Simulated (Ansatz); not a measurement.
The cluster SnTe2⁺. The state is a doublet with charge 1. Geometry PBE0-D4/def2-SVP, basis def2-TZVP, Ansatz.

Cartesian coordinates in Å:
```
Sn 0.363 0.440 -1.566
Te -0.965 0.865 0.906
Te 0.602 -1.305 0.660
```

```
run  HOMO (eV)  LUMO (eV)
  A     -12.44      -7.81
  B     -10.63      -9.35
  C     -13.24      -6.97
  D     -13.80      -6.78
  E     -10.27      -9.46
  F     -10.37      -9.80
```

In the def2 sets Sn, Te take a core potential; there is no spin–orbit coupling. LC-ωPBE has ω = 0.4 bohr⁻¹. The structure comes from a short search, and lower isomers may exist.

HOMO and LUMO are taken over both spins.

Problem. The runs used CAM-B3LYP, LC-ωPBE, LDA (SPW92), PBE, r2SCAN, ωB97M-V. Estimate which is which.

Solution. A CAM-B3LYP (range-separated); B r2SCAN (0 % exact exchange); C ωB97M-V (range-separated); D LC-ωPBE (range-separated); E PBE (0 % exact exchange); F LDA (SPW92) (0 % exact exchange). Exact exchange lowers occupied and raises empty levels; among semilocal functionals meta-GGAs tend to open the gap a little, and such runs are hard to tell apart. The gap grows from 0.57 eV (LDA (SPW92)) to 7.02 eV (LC-ωPBE).
